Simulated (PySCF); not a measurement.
## Correlation energy of Al (aluminium, neutral)

[Ne] 3s1 3p2, high-spin 4P determinant (an excited configuration). Computed with PySCF 2.14 in dyall-acv3z, with scalar relativity by spin-free X2C-1e. Frozen: [Ne]; 3 electrons correlated; the 22 highest virtual orbitals of each spin left out.

```tsv
level	correlation energy (mhartree)
CCSD	-14.62
(T)	-0.15
CCSD(T)	-14.77
```

Diagnostics: T1 = 0.0042, D1 = 0.0094, largest double amplitude 0.058.

Cost of the coupled-cluster step: of the order of 16 core-seconds, for 3 correlated electrons.

Iterations:

```
CC2 = 0
CCSD nocc = (np.int64(3), np.int64(0)), nmo = (86, 86)
frozen orbitals [[0, 1, 2, 3, 4, 91, 92, 93, 94, 95, 96, 97, 98, 99, 100, 101, 102, 103, 104, 105, 106, 107, 108, 109, 110, 111, 112], [0, 1, 2, 3, 4, 91, 92, 93, 94, 95, 96, 97, 98, 99, 100, 101, 102, 103, 104, 105, 106, 107, 108, 109, 110, 111, 112]]
max_cycle = 100
direct = 0
conv_tol = 1e-08
conv_tol_normt = 1e-06
diis_space = 8
diis_start_cycle = 0
Init t2, MP2 energy = -0.00935004468690366
Init E_corr(UCCSD) = -0.00935004469191319
cycle = 1  E_corr(UCCSD) = -0.0125323809936662  dE = -0.0031823363  norm(t1,t2) = 0.0332903
cycle = 2  E_corr(UCCSD) = -0.0137471436773657  dE = -0.00121476268  norm(t1,t2) = 0.0142914
cycle = 3  E_corr(UCCSD) = -0.0146330252968424  dE = -0.000885881619  norm(t1,t2) = 0.00644621
cycle = 4  E_corr(UCCSD) = -0.0146224095856741  dE = 1.06157112e-05  norm(t1,t2) = 0.000654182
cycle = 5  E_corr(UCCSD) = -0.0146251529648543  dE = -2.74337918e-06  norm(t1,t2) = 9.9758e-05
cycle = 6  E_corr(UCCSD) = -0.0146240838122463  dE = 1.06915261e-06  norm(t1,t2) = 1.74449e-05
cycle = 7  E_corr(UCCSD) = -0.0146246527438739  dE = -5.68931628e-07  norm(t1,t2) = 3.63513e-06
cycle = 8  E_corr(UCCSD) = -0.0146244839101632  dE = 1.68833711e-07  norm(t1,t2) = 1.04745e-06
cycle = 9  E_corr(UCCSD) = -0.0146244963995945  dE = -1.24894313e-08  norm(t1,t2) = 1.88907e-07
cycle = 10  E_corr(UCCSD) = -0.0146245099770834  dE = -1.35774889e-08  norm(t1,t2) = 9.79177e-08
cycle = 11  E_corr(UCCSD) = -0.0146245097024392  dE = 2.74644222e-10  norm(t1,t2) = 6.16017e-09
UCCSD converged
E(UCCSD) = -242.2432488097616  E_corr = -0.01462450970243919
UCCSD(T) correction = -0.000153240140045878
```
